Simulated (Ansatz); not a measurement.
Reaction (ligand exchange at a Ge–Cl bond): `[F][Ge][Cl]` + `O[SiH3]` → `[F][Ge][O][SiH3]` + HCl

Gas-phase electronic energies from Ansatz, PBE0-D4/def2-TZVP geometries. CCSD(T)/CBS adds triple-zeta CCSD(T) − MP2 to the extrapolated MP2 energy (def2 sets, frozen cores). This one scheme is used for every species. DFT in def2-TZVPP. For Ge outer-core shells are correlated without core-valence functions, which leaves a few kJ/mol of doubt a bond. Scalar relativity is left out up to krypton. Each species was taken in one conformer, which may not be the lowest.

```csv
level,ΔE (kJ/mol)
LDA (SPW92),18.0
ωB97X-V,11.2
r2SCAN,17.9
CCSD(T)/def2-SVP,-3.6
```

Q: What does CCSD(T)/CBS give? (Estimate.)

A: Computed: +10.6 kJ/mol. The listed levels differ from it by 7.4, 0.6, 7.3, -14.2 kJ/mol.

Largest T1 diagnostic among the species: 0.015.

In def2-TZVPP, CCSD(T) changes the Hartree–Fock value by −8.7 kJ/mol (the triples alone add −0.3 kJ/mol) and MP2 by −7.9 kJ/mol. Leaving LDA and LC-ωPBE aside and taking each functional with its dispersion term where it has one, the values, not all of them listed here, spread over 11.5 kJ/mol, from CAM-B3LYP-D4 to PBE-D4. LDA lies −6.4 kJ/mol from PBE without D4. From BLYP to BHLYP (50 % exact exchange), in def2-TZVPP and without D4, ΔE moves by −4.2 kJ/mol.
